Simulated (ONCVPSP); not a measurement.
## chromium, ONCV: configuration errors across variants

```
Element                 : chromium
Generator               : ONCVPSP 4.0.1
Type                    : optimised norm-conserving Vanderbilt (ONCV)
Functional              : Wu-Cohen
Relativity              : scalar-relativistic
Frozen core             : [Ar]
Valence charge          : 6
Reference configuration : 3d5 4s1
Partial waves           : 4s: rc 2.85 bohr, ncon 4, nbas 7, qcut 2.3 1/bohr, 2 projectors, debl 1.9 Ha; p scattering state at 0.22 Ha: rc 2.65 bohr, ncon 5, nbas 8, qcut 2.5 1/bohr, 2 projectors, debl 1.2 Ha; 3d: rc 1.25 bohr, ncon 3, nbas 7, qcut 12.6 1/bohr, 1 projector
Local potential         : polynomial inside 1.00 bohr (lpopt 5, dvloc0 0 Ha)
Core correction         : Teter function, fcfact 2, rcfact 1.4
```

In the p channel the program set the typed energies aside and used 0.050, 1.250 Ha.

All-electron excitation energies from the reference (eV): (1) 3d5 4s0 6.842; (2) 3d4 4s0 22.858; (3) 3d4 4s1 4p1 3.564.

A true bound ghost makes a file unfit for plane-wave use even where its test errors are small: the radial tests pick states by their node count and pass the ghost by.

Errors AE − PS in meV (a dash: test not solved or not reliable):

```tsv
change	(1)	(2)	(3)	bound ghosts	GHOST(+) flags above zero
base	-16	-75	-99	s	p
core correction Teter function, fcfact 2, rcfact 1.02	-20	-5.9	-87	s	p
core correction Teter function, fcfact 2, rcfact 1.36	-15	-56	-98	s	p
core correction Teter function, fcfact 2, rcfact 1.48	-22	-122	-101	s	p
core correction Teter function, fcfact 2, rcfact 1.7	-75	-318	-107	s	p
core correction Teter function, fcfact 2, rcfact 1.8	-119	-433	-109	s	p
core correction Teter function, fcfact 2, rcfact 1.98	-211	-639	-118	s	p
```

Give the same row for: core correction Teter function, fcfact 2, rcfact 1.14.

-18, -8.4, -90; bound ghosts: s; GHOST(+) flags above zero: p.
